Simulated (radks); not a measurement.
Question: Valence configurations of Fe2+ (all share [Ar]). All-electron calculation, scalar-relativistic Kohn-Sham, PBEsol, spin-unpolarised, spherical densities, point nucleus. Program: a radial shooting solver on a logarithmic mesh with Libxc functionals. Order these by energy: 3d4 4s2; 3d4.5 4p1.5; 3d5 4s1; 3d6; 3d5.5 4s0.5; 3d4 4p2; 3d4 4s1 4p1; 3d4.5 4s1.5; 3d5.5 4p0.5; 3d5 4p1.

Answer: From the lowest, in eV above it: 3d6 0.000; 3d5.5 4s0.5 3.291; 3d5.5 4p0.5 6.363; 3d5 4s1 7.541; 3d4.5 4s1.5 12.853; 3d5 4p1 13.945; 3d4 4s2 19.338; 3d4.5 4p1.5 22.869; 3d4 4s1 4p1 26.268; 3d4 4p2 33.253. NIST lists [Ar] 3d6 as the ground configuration; this level of theory agrees among the configurations tried. The energies are those of spherical spin-averaged densities, not of single terms.
